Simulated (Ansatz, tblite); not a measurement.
Removing an electron: [MoO3S]2- (MoSO3²⁻). Total charge -2; singlet. Geometry: r2SCAN-D4/def2-SVPD. Ansatz, gas phase; energy differences of separate SCF runs; the oxidised species was run as a doublet alone.

Cartesian coordinates in Å:
```
Mo 0.036 0.067 -0.055
O 1.718 0.373 0.353
O -0.050 -0.418 -1.743
O -0.868 1.562 0.142
S -0.835 -1.585 1.303
```

In the def2 sets Mo takes a core potential; there is no spin–orbit coupling. The xTB rows come from tblite. A multiply charged anion in the gas phase is held together partly by the finite basis. Removing one electron lowers the energy by 0.86 eV at PBE0-D4/def2-TZVPD, so it isn't bound.

```json
{"level": "GFN1-xTB", "−HOMO (eV)": "0.17", "vertical IE (eV)": "3.48", "−LUMO (eV)": "-3.94", "HOMO–LUMO gap (eV)": "4.11", "remarks": "–"}
{"level": "PBE-D4/def2-TZVPD", "−HOMO (eV)": "-3.63", "vertical IE (eV)": "-0.95", "−LUMO (eV)": "-5.90", "HOMO–LUMO gap (eV)": "2.27", "remarks": "HOMO above zero (-2 singlet)"}
{"level": "r2SCAN-D4/def2-TZVPD", "−HOMO (eV)": "-3.43", "vertical IE (eV)": "-0.92", "−LUMO (eV)": "-6.34", "HOMO–LUMO gap (eV)": "2.91", "remarks": "HOMO above zero (-2 singlet)"}
```

(1) Estimate the rows for GFN2-xTB, PBE0-D4/def2-TZVPD.

Answers

(1) 
```csv
level,−HOMO (eV),vertical IE (eV),−LUMO (eV),HOMO–LUMO gap (eV),remarks
GFN2-xTB,0.50,3.80,-3.14,3.64,–
PBE0-D4/def2-TZVPD,-2.58,-0.86,-6.27,3.70,HOMO above zero (-2 singlet)
```

  A HOMO above zero means that the electron is unbound at that level or that self-interaction error raises the level; the energy of removing that electron tells which. Raw xTB energy differences between charge states are shifted by several eV; the methods need an empirical correction for them.
